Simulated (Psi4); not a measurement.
F, charge -1, singlet (a gas-phase anion, which may not be bound at this level); B3LYP5/def2-SVP (Psi4).

Input for Psi4:
```
memory 2 GB

molecule mol {
-1 1
F     0.000000    0.000000    0.000000
}

set {
  basis def2-svp
  reference rks
}

energy('b3lyp5')
print_variables()
```

It wrote (shortened):

```
   => Loading Basis Set <=

    Name: DEF2-SVP
    Role: ORBITAL
    Keyword: BASIS

         ---------------------------------------------------------
                                   SCF
               by Justin Turney, Rob Parrish, Andy Simmonett
                          and Daniel G. A. Smith
                              RKS Reference
         ---------------------------------------------------------

  ==> Geometry <==

    Molecular point group: d2h
    Geometry (in Angstrom), charge = -1, multiplicity = 1:

       Center              X                  Y                   Z               Mass
    ------------   -----------------  -----------------  -----------------  -----------------
         F            0.000000000000     0.000000000000     0.000000000000    18.998403162730

  Running in d2h symmetry.

  Rotational constants: A = ************  B = ************  C = ************ [cm^-1]
  Rotational constants: A = ************  B = ************  C = ************ [MHz]
  Nuclear repulsion =    0.000000000000000

  Charge       = -1
  Multiplicity = 1
  Electrons    = 10
  Nalpha       = 5
  Nbeta        = 5

  ==> Algorithm <==

  SCF Algorithm Type is DF.
  DIIS enabled.
  MOM disabled.
  Fractional occupation disabled.
  Guess Type is CORE.
  Energy threshold   = 1.00e-06
  Density threshold  = 1.00e-06
  Integral threshold = 1.00e-12

  ==> Primary Basis <==

  Basis Set: DEF2-SVP
    Blend: DEF2-SVP
    Number of shells: 6
    Number of basis functions: 14
    Number of Cartesian functions: 15
    Spherical Harmonics?: true
    Max angular momentum: 2

  ==> DFT Potential <==

   => LibXC <=

    Version 7.1.2
    S. Lehtola, C. Steigemann, M. J. T. Oliveira, and M. A. L. Marques,  SoftwareX 7, 1–5 (2018) (10.1016/j.softx.2017.11.002)

   => Composite Functional: B3LYP5 <=

    B3LYP5 Hyb-GGA Exchange-Correlation Functional

    P. J. Stephens, F. J. Devlin, C. F. Chabalowski, and M. J. Frisch,  J. Phys. Chem. 98, 11623 (1994) (10.1021/j100096a001)

    Deriv               =              1
    GGA                 =           TRUE
    Meta                =          FALSE

    Exchange Hybrid     =           TRUE
    MP2 Hybrid          =          FALSE

   => Exchange Functionals <=

    0.0800   Slater exchange
    0.7200         Becke 88

   => Exact (HF) Exchange <=

    0.2000               HF

   => Correlation Functionals <=

    0.1900   Vosko, Wilk & Nusair (VWN5)
    0.8100   Lee, Yang & Parr

   => LibXC Density Thresholds  <==

[...]
   @DF-RKS iter   5:   -99.65108230266415   -8.37262e-02   3.77395e-04 DIIS/ADIIS
   @DF-RKS iter   6:   -99.65108400303376   -1.70037e-06   5.28775e-05 DIIS
   @DF-RKS iter   7:   -99.65108403536559   -3.23318e-08   5.33556e-06 DIIS
   @DF-RKS iter   8:   -99.65108403569758   -3.31994e-10   1.32896e-07 DIIS
  Energy and wave function converged.

  ==> Post-Iterations <==

   Electrons on quadrature grid:
      Ntotal   =   10.0000000000 ; deviation = -9.585e-12

    Orbital Energies [Eh]
    ---------------------

    Doubly Occupied:

[...]
    Virtual:

[...]
    Final Occupation by Irrep:
             Ag   B1g   B2g   B3g    Au   B1u   B2u   B3u
    DOCC [     2,    0,    0,    0,    0,    1,    1,    1 ]
    NA   [     2,    0,    0,    0,    0,    1,    1,    1 ]
    NB   [     2,    0,    0,    0,    0,    1,    1,    1 ]

  @DF-RKS Final Energy:   -99.65108403569758

   => Energetics <=

    Nuclear Repulsion Energy =              0.0000000000000000
    One-Electron Energy =                -144.8169804498483870
    Two-Electron Energy =                  53.8820248008197851
    DFT Exchange-Correlation Energy =      -8.7161283866689647
    Empirical Dispersion Energy =           0.0000000000000000
    VV10 Nonlocal Energy =                  0.0000000000000000
    Total Energy =                        -99.6510840356975791

Computation Completed

Properties will be evaluated at   0.000000,   0.000000,   0.000000 [a0]

Properties computed using the SCF density matrix

 Multipole Moments:

 ------------------------------------------------------------------------------------
     Multipole            Electronic (a.u.)      Nuclear  (a.u.)        Total (a.u.)
 ------------------------------------------------------------------------------------

 L = 1.  Multiply by 2.5417464519 to convert [e a0] to [Debye]
 Dipole X            :          0.0000000            0.0000000            0.0000000
 Dipole Y            :          0.0000000            0.0000000            0.0000000
 Dipole Z            :          0.0000000            0.0000000            0.0000000
 Magnitude           :                                                    0.0000000

 ------------------------------------------------------------------------------------

  Variable Map:
  ----------------------------------------------------------------------------
[...]
  Array Variable Map:
  ----------------------------------------------------------------------------
[...]
[...]
```
